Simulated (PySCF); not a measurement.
Bonds (- single, = double, # triple, : aromatic): F1-C2 1.388 Å, C2-C3 1.538 Å, C3-C4 1.539 Å, C4-F5 1.385 Å, C4-Si6 1.938 Å, Si6-C2 1.938 Å. C2 carries H7; C3 carries H8, H9; C4 carries H10; Si6 carries H11, H12. Stereochemistry as in F[C@@H]1C[C@@H](F)[SiH2]1.

Geometry: GFN2-xTB; GIAO shifts from PySCF 2.14, gas phase, non-relativistic, averaged over equivalent atoms.

At wB97X-D/6-31G (70 basis functions, 6.1 s wall time on 1 thread of an Arm Neoverse V1, shared host):
```
  atoms  δ (ppm)
  F1/F5   -228.8
  C2/C4     84.6
     C3     47.4
    Si6     -1.2
 H7/H10     5.67
H11/H12     4.68
  H8/H9     3.29
```

References, each an isolated molecule treated in the same way: 19F (σref 184.23) against CFCl3; 13C (σref 202.38) and 29Si (σref 448.11) and 1H (σref 33.17) vs TMS.

Task: What do these become at PBE0/pcSseg-1?

Result: 
```json
{"atoms": "F1/F5", "δ at PBE0/pcSseg-1": "-234.3", "change": "-5.5"}
{"atoms": "C2/C4", "δ at PBE0/pcSseg-1": "90.2", "change": "+5.6"}
{"atoms": "C3", "δ at PBE0/pcSseg-1": "47.7", "change": "+0.3"}
{"atoms": "Si6", "δ at PBE0/pcSseg-1": "-24.8", "change": "-23.6"}
{"atoms": "H7/H10", "δ at PBE0/pcSseg-1": "5.61", "change": "-0.06"}
{"atoms": "H11/H12", "δ at PBE0/pcSseg-1": "4.92", "change": "+0.24"}
{"atoms": "H8/H9", "δ at PBE0/pcSseg-1": "3.21", "change": "-0.08"}
```

Referencing at the same level of theory: 19F (σ = 170.95 ppm) against CFCl3; 13C (σ = 186.93 ppm), 29Si (σ = 349.16 ppm), 1H (σ = 31.72 ppm) vs TMS.

The largest change is at Si6 (silicon bonded to 2 C, 2 H, in a 4-membered ring). Cost: 139 basis functions, 9.5 s wall time on 1 thread of an Arm Neoverse V1, shared host.

Unscaled 19F shifts against computed CFCl3 carry errors that often reach 10 to 50 ppm.
